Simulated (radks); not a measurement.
Task: These are the eigenvalues of the occupied orbitals of an atom or ion with whole-number occupations (hartree). Method: Dirac Kohn-Sham, PBE, spin-unpolarised, spherical densities, finite nucleus; Fermi nuclear charge, rms radius of each element as measured or else 0.836 A^(1/3) + 0.57 fm; computed with a radial shooting solver on a logarithmic mesh with Libxc functionals.

1s1/2: -350.6695
2s1/2: -43.23635
2p1/2: -38.15836
2p3/2: -37.28086
3s1/2: -5.44515
3p1/2: -3.83799
3p3/2: -3.72574
3d3/2: -1.07209
3d5/2: -1.05875
7p1/2: -0.06577

Which element is it, and in what charge state? The configuration may be excited. Open shells, if any, fill j = l - 1/2 first.

Result: Z = 30, zinc, charge +1: Zn+ in [Ar] 3d10 7p1. The list shows which subshells hold electrons but not how many an open one holds; the 1s level, -350.67 hartree, gives Z - s = 26.5 by -(Z - s)^2/2, which with screening and relativity narrows Z to a few neighbours, and the depths of the outer levels then fix element, charge and occupations together.
